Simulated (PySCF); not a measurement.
Correlation energy of Mn³⁺ (manganese, charge +3)

[Ar] 3d4, high-spin 5D determinant. All numbers are calculated (PySCF 2.14, no relativity, point nucleus, in aug-cc-pVDZ (7s6p4d2f, 59 functions)). Frozen: [Ar]; 4 electrons correlated.

| level | correlation energy (mhartree) |
| --- | --- |
| CCSD | -29.39 |
| (T) | -0.16 |
| CCSD(T) | -29.55 |

Diagnostics: T1 = 0.0033, D1 = 0.0049, largest double amplitude 0.020.

**Question.** Is a single reference adequate?

**Answer.** Yes: T1 lies below 0.03 and no double amplitude reaches 0.07.
